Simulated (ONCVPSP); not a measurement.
# PBE ONCV dataset for silicon (Si), scalar-relativistic all-electron reference.

ONCVPSP 4.0.1 was run on this input:

```
# ATOM AND REFERENCE CONFIGURATION
# atsym  z   nc   nv     iexc    psfile
  Si 14.00    3    2        4      upf
#
#   n    l    f
    1    0    2.00
    2    0    2.00
    2    1    6.00
    3    0    2.00
    3    1    2.00
#
# PSEUDOPOTENTIAL AND OPTIMIZATION
# lmax
    2
#
#   l,   rc,      ep,       ncon, nbas, qcut
    0    1.50    0.00    4    7    4.00
    1    1.55    0.00    4    8    5.90
    2    1.50    0.17    4    8    5.70
#
# LOCAL POTENTIAL
# lloc, lpopt,  rc(5),   dvloc0
    4    5    1.35    0.00
#
# VANDERBILT-KLEINMAN-BYLANDER PROJECTORs
# l, nproj, debl
    0    3    0.90
    1    3    2.20
    2    2    1.00
#
# MODEL CORE CHARGE
# icmod, fcfact, rcfact
    2    0.45    0.60
#
# LOG DERIVATIVE ANALYSIS
# epsh1, epsh2, depsh
   -2.00    5.00    0.02
#
# OUTPUT GRID
# rlmax, drl
    6.00    0.01
#
# TEST CONFIGURATIONS
# ncnf
    4
# nvcnf
#   n    l    f
    2
    3    0    2.00
    3    1    1.00
#
    2
    3    0    2.00
    3    1    0.00
#
    2
    3    0    1.00
    3    1    0.00
#
    2
    3    0    2.00
    3    1    1.50
#
```

Command:

```bash
oncvpsp.x < Si.dat > Si.out
```

Output (shortened: citation, most of the input echo, consistency checks and plot data are left out):

```
ONCVPSP  (Optimized Norm-Conservinng Vanderbilt PSeudopotential)
scalar-relativistic version 4.0.1

#   n    l    f        energy (Ha)
    1    0    2.00    -6.5631993E+01
    2    0    2.00    -5.1265474E+00
    2    1    6.00    -3.5117357E+00
    3    0    2.00    -3.9736459E-01
    3    1    2.00    -1.4998149E-01

Reference configufation results
  iterations    26
  all-electron total energy (Ha)   -2.89836820D+02

Begin loop to  construct optimized pseudo wave functions
and semi-local pseudopoentials for all angular momenta

   Wellstate for l =  0  n =  4
     eigenvalue =   0.5026
     asymptotic potential =   1.0026
     half-point radius =  4.3029

   Wellstate for l =  0  n =  5
     eigenvalue =   1.4026
     asymptotic potential =   1.9026
     half-point radius =  4.5759

Calculating optimized projector #   1

 for l=   0

    Fraction of norm inside rc  0.213437
    Optimizing pswf for qcut=   4.01 a_B^-1,  ecut=   8.04 Ha
    Residual kinetic energy error=  6.15D-04 Ha

    Energy error per electron        Cutoff
         Ha          eV             Ha
         0.01000     0.27211        4.93
         0.00100     0.02721        7.50
         0.00010     0.00272       21.25
         0.00001     0.00027       52.45

Calculating optimized projector #   2

 for l=   0

    Fraction of norm inside rc  0.120113
    Optimizing pswf for qcut=   4.01 a_B^-1,  ecut=   8.04 Ha
    Residual kinetic energy error=  3.25D-03 Ha

    Energy error per electron        Cutoff
         Ha          eV             Ha
         0.01000     0.27211        5.45
         0.00100     0.02721       29.15
         0.00010     0.00272       69.11
         0.00001     0.00027       80.66

Calculating optimized projector #   3

 for l=   0

    Fraction of norm inside rc  0.090952
    Optimizing pswf for qcut=   4.01 a_B^-1,  ecut=   8.04 Ha
    Residual kinetic energy error=  5.77D-03 Ha

    Energy error per electron        Cutoff
         Ha          eV             Ha
         0.01000     0.27211        6.60
         0.00100     0.02721       34.40
         0.00010     0.00272       71.30
         0.00001     0.00027      107.22

   Wellstate for l =  1  n =  5
     eigenvalue =   2.0500
     asymptotic potential =   2.5500
     half-point radius =  4.0020

   Wellstate for l =  1  n =  5
     eigenvalue =   4.2500
     asymptotic potential =   4.7500
     half-point radius =  2.7988

Calculating optimized projector #   1

 for l=   1

    Fraction of norm inside rc  0.126564
    Optimizing pswf for qcut=   5.91 a_B^-1,  ecut=  17.47 Ha
    Residual kinetic energy error=  1.15D-04 Ha

    Energy error per electron        Cutoff
         Ha          eV             Ha
         0.01000     0.27211        2.09
         0.00100     0.02721        3.42
         0.00010     0.00272       18.77
         0.00001     0.00027       79.61

Calculating optimized projector #   2

 for l=   1

    Fraction of norm inside rc  0.116942
    Optimizing pswf for qcut=   5.91 a_B^-1,  ecut=  17.47 Ha
    Residual kinetic energy error=  1.19D-02 Ha

    Energy error per electron        Cutoff
         Ha          eV             Ha
         0.01000     0.27211       18.91
         0.00100     0.02721       97.76
         0.00010     0.00272      115.30
         0.00001     0.00027      150.15

Calculating optimized projector #   3

 for l=   1

    Fraction of norm inside rc  0.121823
    Optimizing pswf for qcut=   5.91 a_B^-1,  ecut=  17.47 Ha
    Residual kinetic energy error=  2.39D-02 Ha

    Energy error per electron        Cutoff
         Ha          eV             Ha
         0.01000     0.27211       63.99
         0.00100     0.02721      140.19
         0.00010     0.00272      171.16
         0.00001     0.00027      234.11

   Wellstate for l =  2  n =  3
     eigenvalue =   0.1700
     asymptotic potential =   0.6700
     half-point radius =  6.9549

   Wellstate for l =  2  n =  4
     eigenvalue =   1.1700
     asymptotic potential =   1.6700
     half-point radius =  4.0035

Calculating optimized projector #   1

 for l=   2

    Fraction of norm inside rc  0.043203
    Optimizing pswf for qcut=   5.71 a_B^-1,  ecut=  16.30 Ha
    Residual kinetic energy error=  3.26D-04 Ha

    Energy error per electron        Cutoff
         Ha          eV             Ha
         0.01000     0.27211        6.16
         0.00100     0.02721       12.96
         0.00010     0.00272       31.16
         0.00001     0.00027       95.63

Calculating optimized projector #   2

 for l=   2

    Fraction of norm inside rc  0.179820
    Optimizing pswf for qcut=   5.71 a_B^-1,  ecut=  16.30 Ha
    Residual kinetic energy error=  3.44D-03 Ha

    Energy error per electron        Cutoff
         Ha          eV             Ha
         0.01000     0.27211       13.26
         0.00100     0.02721       19.58
         0.00010     0.00272       53.77
         0.00001     0.00027      129.04

Construct Vanderbilt / Kleinmman-Bylander projectors

B matrix Hermiticity error, ll=   0
   1   2    3.2332E-05
   1   3   -6.4291E-05
   2   3    2.7279E-05

  Orthonormal projector coefficients -4.4160E+01  9.2974E+00  1.6617E+00

B matrix Hermiticity error, ll=   1
   1   2   -6.6349E-05
   1   3   -1.5704E-04
   2   3   -1.0665E-04

  Orthonormal projector coefficients -4.1579E+01  8.9961E+00  1.6459E+00

B matrix Hermiticity error, ll=   2
   1   2    1.1479E-05

  Orthonormal projector coefficients -1.3934E+01 -1.7411E+00

Model core correction analysis
  based on d2Exc/dn_idn_j

d2excae - all-electron derivatives

   -3.640456D-02   -2.812840D-02
   -2.812867D-02   -2.725833D-02

d2excps - pseudofunction derivatives with no core correction

   -3.916069D-02   -2.943254D-02
   -2.943519D-02   -2.775666D-02

rms 2nd derivative error    1.677228E-03

amplitude prefactor, scale prefactor
   16.7756    1.1004

d2excps - pseudofunction derivatives with core correction

   -3.808681D-02   -2.903498D-02
   -2.903631D-02   -2.770012D-02

rms 2nd derivative error    1.080606E-03

Pseudoatom total energy   -3.767976

Diagnostic tests using Vanderbilt-Kleinman-Bylander pseudopotentials
  1 or more projectors used as specified by nproj input data

   l    rcore       rmatch      e in        delta e   norm test  slope test

   0   1.5039994   1.5496640  -0.3973646  -0.0000005   1.0000231   1.0000134
   0   1.5039994   1.5496640   0.5026354   0.0000082   1.0001214   1.0001214
   0   1.5039994   1.5496640   1.4026354   0.0000110   1.0001608   1.0001608

   1   1.5589620   1.6062955  -0.1499815   0.0000026   1.0000218   1.0000167
   1   1.5589620   1.6062955   2.0500185   0.0000102   1.0001752   1.0001752
   1   1.5589620   1.6062955   4.2500185   0.0000117   1.0002222   1.0002222

   2   1.5039994   1.5496640   0.1700000   0.0000106   1.0000468   1.0000468
   2   1.5039994   1.5496640   1.1700000   0.0000157   1.0000882   1.0000882

 Testing for bound ghosts
   n   l    E NL Schr. Eq   E Basis Diag.   E Cutoff

       0                       -4.862435    114.86  WARNING - GHOST(-)
   1   0       -0.397365       -0.376420    114.86

       1                       -2.289122    161.45  WARNING - GHOST(-)
   2   1       -0.149979       -0.099911    161.45

 Testing for highly-localized positive-energy ghosts
       l    <radius>/rc     E Basis Diag.   E Cutoff

       0        0.327341       13.921392    114.86  WARNING - GHOST(+)

       0        0.947748       39.503253    114.86  WARNING - GHOST(+)

       1        0.712461       84.326121    161.45  WARNING - GHOST(+)

Test configuration 0

   n   l     f        eae           eps        diff
   1   0  2.0000  -65.63199305
   2   0  2.0000   -5.12654738
   2   1  6.0000   -3.51173570
   3   0  2.0000   -0.39736459   -0.39736509   -5.04D-07
   3   1  2.0000   -0.14998149   -0.14997893    2.55D-06

    Total energies and differences
      AE_ref= -2.89836820D+02  AE_tst= -2.89836820D+02  dif=  0.00D+00
      PS_ref= -3.76797584D+00  PS_tst= -3.76797584D+00  dif= -8.88D-16
      PSP excitation error=  8.88D-16

Test configuration 1

   n   l     f        eae           eps        diff
   1   0  2.0000  -65.98789348
   2   0  2.0000   -5.47570426
   2   1  6.0000   -3.86146401
   3   0  2.0000   -0.69950321   -0.69929342    2.10D-04
   3   1  1.0000   -0.42834919   -0.42821990    1.29D-04

    Total energies and differences
      AE_ref= -2.89836820D+02  AE_tst= -2.89552380D+02  dif=  2.84D-01
      PS_ref= -3.76797584D+00  PS_tst= -3.48355974D+00  dif=  2.84D-01
      PSP excitation error=  2.42D-05

Test configuration 2

   n   l     f        eae           eps        diff
   1   0  2.0000  -66.43699071
   2   0  2.0000   -5.90942986
   2   1  6.0000   -4.29635628
   3   0  2.0000   -1.04868596   -1.04745272    1.23D-03

    Total energies and differences
      AE_ref= -2.89836820D+02  AE_tst= -2.88964655D+02  dif=  8.72D-01
      PS_ref= -3.76797584D+00  PS_tst= -2.89626421D+00  dif=  8.72D-01
      PSP excitation error=  4.54D-04

Test configuration 3

   n   l     f        eae           eps        diff
   1   0  2.0000  -67.01663042
   2   0  2.0000   -6.46352154
   2   1  6.0000   -4.85157200
   3   0  1.0000   -1.45115744   -1.44614133    5.02D-03

    Total energies and differences
      AE_ref= -2.89836820D+02  AE_tst= -2.87716225D+02  dif=  2.12D+00
      PS_ref= -3.76797584D+00  PS_tst= -1.65063432D+00  dif=  2.12D+00
      PSP excitation error=  3.25D-03

Test configuration 4

   n   l     f        eae           eps        diff
   1   0  2.0000  -65.79727539
   2   0  2.0000   -5.28940404
   2   1  6.0000   -3.67481114
   3   0  2.0000   -0.54123268   -0.54118060    5.21D-05
   3   1  1.5000   -0.28211053   -0.28208658    2.39D-05

    Total energies and differences
      AE_ref= -2.89836820D+02  AE_tst= -2.89729458D+02  dif=  1.07D-01
      PS_ref= -3.76797584D+00  PS_tst= -3.66061308D+00  dif=  1.07D-01
      PSP excitation error= -7.25D-07
```

Note: ghosts flagged at negative energy: s at -132.3 eV, p at -62.3 eV; GHOST(+) flagged for s at 378.8 eV. A true bound ghost makes a file unfit for plane-wave use.

The run took about 4 s on one core of a shared server CPU.
